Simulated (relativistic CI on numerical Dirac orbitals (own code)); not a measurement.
Method of calculation: Dirac-Coulomb-Breit CI, separate exchange-only KLI orbitals for each configuration, a model potential for QED, unscaled Slater integrals (own radial code, finite nucleus).

The strongest absorption lines from the ground level of an ion, among the configurations computed and to levels below about 1920 eV (vacuum wavelength in nm, gf): 0.81041 (0.00059), 1.2849 (0.00053), 1.9323 (0.88), 2.1658 (0.17).

Problem. Which ion is it?
A. Re LXIV
B. Yb LVII
C. Re LXII
D. Tb LII

Solution. C. Re LXII has 14 electrons and the ground level 3s2 3p2 3P_0; the strongest line goes to 3s2 3p 3d 3D°_1. The pattern of lines fixes the number of electrons, and along that sequence the line energies rise steadily with the charge (about as its square where n changes within one kind of shell, about linearly where n is kept but much faster in heavy ions where fine structure, which grows about as Z⁴, sets the gap, and irregularly where shells cross), which fixes Z. Configurations outside the model, such as inner-shell arrays, can give stronger lines. At this charge energies of transitions that change n are usually good to better than 1 %, and those within a shell (Δn = 0) to a few per cent.

LS names give the leading component of a level, which can be under half, so a name can repeat, a term be missing and a line seem to break the LS rules.
